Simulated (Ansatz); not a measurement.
Start from `N/C(O)=N\[SiH3]` and change one atom or group (the configuration at the double bond changes too) to get `N/C=N/[SiH3]`.

Ansatz, PBE0-D4/def2-TZVP geometries, multiplicity 1. Each molecule was computed in one conformer, which needn't be the lowest.

| property | `N/C(O)=N\[SiH3]` |
| --- | --- |
| HOMO–LUMO gap (PBE0/def2-TZVPP) / eV | 7.87 |
| LUMO energy (B3LYP/def2-TZVPP) / eV | 0.26 |
| HOMO–LUMO gap (PBE/def2-TZVPP) / eV | 5.71 |
| HOMO energy (PBE0/def2-TZVPP) / eV | -7.31 |
| size of the dipole moment (PBE/def2-TZVPP) / D | 2.20 |
| HOMO energy (B3LYP/def2-TZVPP) / eV | -7.09 |

Question: What does the change do to each property? (Best estimate.)

Answer: Ansatz gave: 
```
                                      property  `N/C=N/[SiH3]`  shift
          HOMO–LUMO gap (PBE0/def2-TZVPP) / eV            7.51  -0.36
           LUMO energy (B3LYP/def2-TZVPP) / eV            0.14  -0.12
           HOMO–LUMO gap (PBE/def2-TZVPP) / eV            5.06  -0.65
            HOMO energy (PBE0/def2-TZVPP) / eV           -7.12   0.19
size of the dipole moment (PBE/def2-TZVPP) / D            3.51   1.31
           HOMO energy (B3LYP/def2-TZVPP) / eV           -6.89   0.20
```

With PBE0 the HOMO rises by 0.19 eV and the LUMO falls by 0.16 eV, so the gap narrows by about 0.35 eV. PBE moves the HOMO by 0.28 eV and ωB97M-V by 0.16 eV. Dipoles are sizes alone; their direction can turn.

B3LYP here is the variant with VWN-RPA as its local correlation; programs differ in this.
